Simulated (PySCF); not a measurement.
**Dy: excitation energy**

Dy [Xe] 4f10 6s2 (high-spin determinant) → Dy [Xe] 4f10 5d1 6s1 (high-spin determinant), as a difference of total energies. Computed with PySCF 2.14 in x2c-TZVPPall with one added diffuse shell each of s, p, d, f type (12s8p8d5f2g, 129 functions), with scalar relativity by spin-free X2C-1e. Correlated levels: valence: [Kr] 4d10 frozen; valence and next inner shell: [Ar] 3d10 frozen. The calculations carry no spin-orbit coupling.

```json
{"method": "UHF", "excitation energy (cm⁻¹)": "15036"}
{"method": "LDA", "excitation energy (cm⁻¹)": "16015"}
{"method": "PBE", "excitation energy (cm⁻¹)": "14818"}
{"method": "PBE0", "excitation energy (cm⁻¹)": "15024"}
{"method": "r2SCAN", "excitation energy (cm⁻¹)": "12230"}
{"method": "MP2 (valence)", "excitation energy (cm⁻¹)": "17985"}
{"method": "SCS-MP2 (valence)", "excitation energy (cm⁻¹)": "19906"}
{"method": "MP2 (valence and next inner shell)", "excitation energy (cm⁻¹)": "18177"}
{"method": "SCS-MP2 (valence and next inner shell)", "excitation energy (cm⁻¹)": "19999"}
```

A first-order spin-orbit estimate (lowest level to lowest level, LS coupling) adds 0.061 eV.

The determinant of the upper state and of the lower state mixes LS terms, which raises its energy above the lowest term, most at the Hartree-Fock and MP2 levels.
